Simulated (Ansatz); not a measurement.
`N[SiH2][Si](N)(F)F` + H₂S → `N[SiH2]S` + `N[SiH](F)F`  (cleavage of the Si–Si bond)

Isolated molecules relaxed with PBE0-D4/def2-TZVP in Ansatz; ΔE leaves out vibrations. CCSD(T)/CBS adds triple-zeta CCSD(T) − MP2 to the extrapolated MP2 energy (def2 sets, frozen cores). This one scheme is used for every species. DFT in def2-TZVPP. One conformer a species, not always the lowest.

`N[SiH2][Si](N)(F)F`:

Cartesian coordinates in Å:
```
N -2.182 -0.838 -0.167
Si -0.492 -1.078 -0.352
Si 0.535 0.998 -0.056
N 2.148 0.846 0.425
F 0.548 1.921 -1.355
F -0.379 1.815 0.980
H -2.522 -0.190 0.526
H -2.842 -1.579 -0.336
H 0.150 -2.023 0.619
H -0.217 -1.628 -1.705
H 2.435 0.168 1.111
H 2.819 1.588 0.311
```

H₂S:

```xyz
3

S    -0.362    0.496   -0.079
H    -0.162   -0.355    0.938
H     0.524   -0.141   -0.858
```

`N[SiH2]S`:

Cartesian coordinates in Å:
```
N -0.659 -0.891 -0.904
Si 0.251 0.350 -0.169
S 0.504 0.001 1.938
H -0.197 -1.636 -1.398
H -1.561 -1.170 -0.558
H -0.410 1.675 -0.282
H 1.553 0.365 -0.881
H 0.519 1.307 2.254
```

`N[SiH](F)F`:

```xyz
7

N     0.737   -0.414   -0.625
Si   -0.464    0.159    0.406
F     0.159    0.295    1.859
F    -0.997    1.617    0.061
H     0.510   -0.848   -1.505
H     1.683   -0.071   -0.602
H    -1.628   -0.738    0.405
```

```tsv
level	ΔE (kJ/mol)
r2SCAN	-80.2
PBE0	-75.9
CCSD(T)/def2-TZVPP	-80.0
CCSD/CBS(def2)	-82.6
```

Question: What does CCSD(T)/CBS give? (Best estimate.)

Answer: Ansatz gave: -81.8 kJ/mol. The listed levels differ from it by 1.6, 5.9, 1.8, -0.8 kJ/mol.

Largest T1 diagnostic among the species: 0.012.

The D4 term adds +5.2 kJ/mol with B3LYP and +3.3 kJ/mol with PBE0; it sums over pairs of atoms, weighted by their polarisabilities, and B3LYP, whose exchange is more repulsive, gets the larger term. From PBE to PBE0 (25 % exact exchange), in def2-TZVPP and without D4, ΔE moves by −5.8 kJ/mol.

B3LYP here is the variant with VWN-RPA as its local correlation; programs differ in this.
